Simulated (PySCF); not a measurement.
SMILES BCBr (CH4BBr) (PBE0/def2-SVP optimised geometry):

```
7

B      0.890    -0.322     0.000
C     -0.665    -0.322     0.000
Br    -1.555     1.404     0.000
H      1.555     0.683     0.000
H      1.434    -1.404     0.000
H     -1.034    -0.884     0.876
H     -1.033    -0.883    -0.876
```

Method: PBE0/def2-TZVP (PySCF 2.14.0).

What are the frontier orbital energies and the dipole moment?

HOMO-2 -9.56 eV, HOMO-1 -7.95 eV, HOMO -7.80 eV, LUMO -1.83 eV, LUMO+1 -0.02 eV; dipole moment 1.87 D.

Meta-Löwdin charges at PBE0/def2-TZVP: B1 0.05, C2 -0.31, Br3 -0.11, H4 0.03, H5 0.02, H6 0.16, H7 0.16.
